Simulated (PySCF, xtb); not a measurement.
Ge(H)3(OSiH3) (GeH6OSi), SMILES [SiH3][O][GeH3].

GFN2-xTB (xtb) at its own geometry gives an orbital gap of 6.14 eV and a dipole moment of 0.80 D.

Geometry optimised at B3LYP-D3(BJ)/def2-SVP. This is a generated structure with no PubChem entry under its InChIKey; it may be hypothetical.

Question: What does PySCF with CAM-B3LYP/def2-TZVPD give? (Estimate from the structure and the level; the computed values follow.)

Answer: gap 10.25 eV (levels -9.85 and 0.39 eV), dipole 1.24 D.
